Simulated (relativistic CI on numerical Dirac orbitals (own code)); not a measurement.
# Slater and spin-orbit integrals, Sn³¹⁺

Method of calculation: Dirac-Coulomb-Breit CI, separate exchange-only KLI orbitals for each configuration, model QED (radiative potential, 1s self-energy scaled to tabulated hydrogen-like ionisation energies), unscaled Slater integrals (own radial code, finite nucleus).

Slater integrals F^k, G^k are unscaled and averaged over j, outside the closed core [Ne]; ζ comes from projecting the Hamiltonian with its Breit term on Σ l·s of the shell.

- 3s²3p⁶3d: ζ(3d) = 36801 cm⁻¹; <r>(3d) = 0.2708, <r^2>(3d) = 0.08501 (bohr units).
- 3s²3p⁵3d²: ζ(3p) = 279430, F^2(3d,3d) = 376450, F^4(3d,3d) = 243110, F^2(3p,3d) = 327200, G^1(3p,3d) = 350480, G^3(3p,3d) = 233810, ζ(3d) = 36309 cm⁻¹; <r>(3p) = 0.3041, <r^2>(3p) = 0.1067, <r>(3d) = 0.2714, <r^2>(3d) = 0.08536 (bohr units).
- 3s3p⁶3d²: F^2(3d,3d) = 376060, F^4(3d,3d) = 242850, G^2(3s,3d) = 263260, ζ(3d) = 36561 cm⁻¹; <r>(3s) = 0.3119, <r^2>(3s) = 0.1108, <r>(3d) = 0.2716, <r^2>(3d) = 0.08554 (bohr units).

(1) Give the Racah parameters of the d shell in 3s²3p⁵3d².

Averages of the first 10 configurations, taken without configuration mixing, which lowers the lowest level and can move excited configurations by several eV; other configurations of the list can lie among them:

```json
{"Configuration": "3s²3p⁶3d", "Parity": "even", "States": "10", "Average energy above the lowest level (eV)": "7.4"}
{"Configuration": "3s²3p⁵3d²", "Parity": "odd", "States": "270", "Average energy above the lowest level (eV)": "193.0"}
{"Configuration": "3s3p⁶3d²", "Parity": "even", "States": "90", "Average energy above the lowest level (eV)": "349.9"}
{"Configuration": "3s²3p⁶4s", "Parity": "even", "States": "2", "Average energy above the lowest level (eV)": "749.4"}
{"Configuration": "3s²3p⁶4p", "Parity": "odd", "States": "6", "Average energy above the lowest level (eV)": "806.4"}
{"Configuration": "3s²3p⁶4d", "Parity": "even", "States": "10", "Average energy above the lowest level (eV)": "881.0"}
{"Configuration": "3s²3p⁵3d4s", "Parity": "odd", "States": "120", "Average energy above the lowest level (eV)": "928.4"}
{"Configuration": "3s²3p⁶4f", "Parity": "odd", "States": "14", "Average energy above the lowest level (eV)": "942.7"}
{"Configuration": "3s²3p⁵3d4p", "Parity": "even", "States": "360", "Average energy above the lowest level (eV)": "985.6"}
{"Configuration": "3p⁶3d³", "Parity": "even", "States": "120", "Average energy above the lowest level (eV)": "699.5"}
```

Results:

(1) B = F²/49 − 5F⁴/441 = 4926 cm⁻¹ and C = 35F⁴/441 = 19295 cm⁻¹.
